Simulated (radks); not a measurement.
Values are calculated unless marked as measured or tabulated.
The samarium ion Sm3+, configuration [Kr] 4d10 4f5 5p6 5d2 (not the ground configuration).

Code: a radial shooting solver on a logarithmic mesh with Libxc functionals. Model: Dirac Kohn-Sham, PBE, spin-unpolarised, spherical densities, finite nucleus; open shells fill j = l - 1/2 first; Fermi nuclear charge, rms radius 5.0819 fm.

Energy parts (Ry):
total: -20857.7948
kinetic: 22612.4572
electron-nucleus: -50944.3611
Hartree: 7944.1204
exchange-correlation: -470.0114

Orbitals (lengths in bohr, moments of r in powers of bohr; r(90%) holds 90 % of the orbital's charge):
| orbital | occ. | eigenvalue (Ry) | r(90%) |
|---|---|---|---|
| 1s1/2 | 2 | -3429.844 | 0.0411 |
| 2s1/2 | 2 | -562.5946 | 0.150 |
| 2p1/2 | 2 | -533.4359 | 0.133 |
| 2p3/2 | 4 | -489.1276 | 0.142 |
| 3s1/2 | 2 | -125.5135 | 0.374 |
| 3p1/2 | 2 | -112.9584 | 0.367 |
| 3p3/2 | 4 | -103.9874 | 0.385 |
| 3d3/2 | 4 | -82.20241 | 0.357 |
| 3d5/2 | 6 | -80.25439 | 0.362 |
| 4s1/2 | 2 | -27.22534 | 0.831 |
| 4p1/2 | 2 | -22.40597 | 0.861 |
| 4p3/2 | 4 | -20.42943 | 0.902 |
| 4d3/2 | 4 | -12.48723 | 0.992 |
| 4d5/2 | 6 | -12.13194 | 1.01 |
| 4f5/2 | 5 | -2.89368 | 1.46 |
| 4f7/2 | 0 | -2.84783 | 1.48 |
| 5p1/2 | 2 | -4.21675 | 2.16 |
| 5p3/2 | 4 | -3.90881 | 2.27 |
| 5d3/2 | 2 | -2.03276 | 3.09 |
| 5d5/2 | 0 | -1.99827 | 3.13 |

The highest occupied level is 5d3/2 at -27.657 eV. The configuration is held as typed, so some empty levels lie below it. Summed over all electrons, <r^2> = 40.53 bohr^2, which gives a Langevin (diamagnetic) susceptibility term of -32.1 x 10^-6 cm^3/mol. The electron density at the nucleus is 5.327e+05 e/bohr^3. The density falls to 0.001 e/bohr^3 at r = 3.66 bohr.
